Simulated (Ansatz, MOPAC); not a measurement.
Species: C5H11O, net charge 0, doublet state. SMILES: O[C@@H]([CH2])CCC

Atoms: C1, C2, C3, C4, C5, O6, H7, H8, H9, H10, H11, H12, H13, H14, H15, H16, H17. Bonds: C1-C2, C1-H7, C1-H8, C1-H9, C2-C3, C2-H10, C2-H11, C3-C4, C3-H12, C3-H13, C4-C5, C4-O6, C4-H14, C5-H15, C5-H16, O6-H17.

Bond lengths (Å) and angles (degrees) optimised at PM6 with MOPAC; PM7 with MOPAC; MNDO with MOPAC; HF/6-31G* with Ansatz (a first-principles code), each started from the B3LYP-D3(BJ)/def2-TZVP structure (Ansatz) of the last column. A row stands for all coordinates that are equal there; 13 of 39 kinds are shown. 6-31G* holds six Cartesian d functions. No wavenumbers were computed at MNDO, so these may be saddle points.

| coordinate | PM6 | PM7 | MNDO | HF/6-31G* | B3LYP-D3(BJ)/def2-TZVP |
|---|---|---|---|---|---|
| C1-C2 | 1.526 | 1.528 | 1.532 | 1.528 | 1.526 |
| C1-H7 | 1.096 | 1.096 | 1.109 | 1.087 | 1.093 |
| C1-H8 | 1.096 | 1.096 | 1.110 | 1.086 | 1.092 |
| C2-C3 | 1.533 | 1.532 | 1.540 | 1.530 | 1.527 |
| C2-H10 | 1.111 | 1.110 | 1.114 | 1.084 | 1.091 |
| C2-H11 | 1.107 | 1.105 | 1.115 | 1.089 | 1.095 |
| C3-C4 | 1.539 | 1.541 | 1.565 | 1.530 | 1.534 |
| C3-H12 | 1.105 to 1.110 | 1.104 to 1.108 | 1.114 | 1.087 | 1.094 |
| C1-C2-C3 | 111.6 | 110.8 | 114.3 | 112.5 | 112.4 |
| C2-C3-C4 | 111.5 | 110.6 | 115.4 | 113.6 | 113.4 |
| C3-C4-C5 | 112.2 | 111.0 | 110.9 | 112.4 | 112.7 |
| C3-C4-O6 | 104.2 | 104.4 | 109.2 | 107.0 | 106.5 |
| C5-C4-O6 | 111.3 | 111.9 | 112.2 | 110.8 | 111.1 |

A range marks coordinates that this level makes unequal.

Mean signed difference of all 16 bond lengths from B3LYP-D3(BJ)/def2-TZVP: PM6 0.006 Å, PM7 0.003 Å, MNDO 0.012 Å, HF/6-31G* -0.006 Å.
